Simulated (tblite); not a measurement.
Parent: `[CH2:1]=[CH:2]/[C:3]([C:4]#[N:5])=[CH:6]/[SiH3:7]` with C1–C2–C3–C4 0°, C5H7NSi.

Structures optimised with GFN2-xTB, isolated species. One conformer each, not checked by frequencies here.

```tsv
coordinate of the parent	value
C1=C2	1.328 Å
C2–C3	1.459 Å
C3–C4	1.418 Å
C4≡N5	1.147 Å
C3=C6	1.346 Å
C6–Si7	1.883 Å
C1–C2–C3	124.5°
C2–C3–C4	116.4°
C2–C3–C6	123.1°
C4–C3–C6	120.5°
C3–C4–N5	178.5°
C3–C6–Si7	127.0°
```

How does the shared frame change in `[N:1]#[C:2][C:3](/[CH:4]=[CH:5]\[F:6])=[CH:7]/[SiH3:8]` with C2–C3–C4–C5 -3°, C5H6FNSi? Atoms pair as C1 = C5, C2 = C4, C3 = C3, C4 = C2, N5 = N1, C6 = C7, Si7 = Si8 (parent first).

```json
{"parent": "C1=C2", "relative": "C5=C4", "value in the relative": "1.330 Å", "change": "+0.002"}
{"parent": "C2–C3", "relative": "C4–C3", "value in the relative": "1.452 Å", "change": "-0.007"}
{"parent": "C3–C4", "relative": "C3–C2", "value in the relative": "1.421 Å", "change": "+0.003"}
{"parent": "C4≡N5", "relative": "C2≡N1", "value in the relative": "1.146 Å", "change": "-0.001"}
{"parent": "C3=C6", "relative": "C3=C7", "value in the relative": "1.349 Å", "change": "+0.003"}
{"parent": "C6–Si7", "relative": "C7–Si8", "value in the relative": "1.885 Å", "change": "+0.002"}
{"parent": "C1–C2–C3", "relative": "C5–C4–C3", "value in the relative": "126.5°", "change": "+2.0"}
{"parent": "C2–C3–C4", "relative": "C4–C3–C2", "value in the relative": "119.0°", "change": "+2.6"}
{"parent": "C2–C3–C6", "relative": "C4–C3–C7", "value in the relative": "123.5°", "change": "+0.4"}
{"parent": "C4–C3–C6", "relative": "C2–C3–C7", "value in the relative": "117.4°", "change": "-3.1"}
{"parent": "C3–C4–N5", "relative": "C3–C2–N1", "value in the relative": "175.8°", "change": "-2.7"}
{"parent": "C3–C6–Si7", "relative": "C3–C7–Si8", "value in the relative": "126.6°", "change": "-0.4"}
```

Of the parent's bonds, C2–C3 changes most (-0.007 Å). Bonds of the relative outside the shared frame: C5–F6 1.335 Å.

How does the shared frame change in `[CH2:1]=[CH:2][CH2:3]/[CH:4]=[CH:5]/[C:6]([C:7]#[N:8])=[CH:9]\[SiH3:10]` with C1–C2–C3–C4 -123°, C2–C3–C4–C5 117°, C4–C5–C6–C7 2°, C8H11NSi? Atoms pair as C1 = C4, C2 = C5, C3 = C6, C4 = C7, N5 = N8, C6 = C9, Si7 = Si10 (parent first).

```csv
parent,relative,value in the relative,change
C1=C2,C4=C5,1.332 Å,+0.004
C2–C3,C5–C6,1.451 Å,-0.008
C3–C4,C6–C7,1.420 Å,+0.002
C4≡N5,C7≡N8,1.147 Å,0.000
C3=C6,C6=C9,1.348 Å,+0.002
C6–Si7,C9–Si10,1.882 Å,-0.001
C1–C2–C3,C4–C5–C6,124.0°,-0.5
C2–C3–C4,C5–C6–C7,117.3°,+0.9
C2–C3–C6,C5–C6–C9,124.5°,+1.4
C4–C3–C6,C7–C6–C9,118.1°,-2.4
C3–C4–N5,C6–C7–N8,178.2°,-0.3
C3–C6–Si7,C6–C9–Si10,126.1°,-0.9
```

Of the parent's bonds, C2–C3 changes most (-0.008 Å). Bonds of the relative outside the shared frame: C1=C2 1.319, C2–C3 1.501, C3–C4 1.493 Å.

These are computed values.
